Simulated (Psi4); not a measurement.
## TiHSF3 (SMILES [F][Ti]([F])([F])[SH]): the dipole moment, rung by rung

TiHSF3: 6 atoms, total charge 0, spin state singlet. SMILES: `[F][Ti]([F])([F])[SH]`. Geometry: optimised at PBE0/def2-TZVP.

```xyz
6

F    -0.5467   -0.8464    1.5775
Ti    0.3034   -0.4835    0.0974
F     2.0022   -0.8242    0.2345
F    -0.4563   -1.3812   -1.1910
S     0.1472    1.7390   -0.3497
H    -1.1902    1.6306   -0.4890
```

Each level gives the dipole moment (D). The values are calculated.

```tsv
level	kind	program	value (D)	CPU time
PBE-D4/def2-TZVPP (density fitting)	GGA	Psi4	0.88	75 s
r2SCAN-D4/def2-TZVPP (density fitting)	meta-GGA	Psi4	0.91	3.1 min
B3LYP-D4/def2-TZVPP (density fitting)	global hybrid	Psi4	1.00	65 s
PBE0-D4/def2-TZVPP (density fitting)	global hybrid	Psi4	0.96	65 s
wB97M-V/def2-TZVPP (density fitting)	range-separated hybrid	Psi4	0.85	3.2 min
```

The values span 0.85 to 1.00 D. Magnitudes only. CPU times are rough (shared hosts, several kinds of processor): they show what a rung costs within a factor of a few.
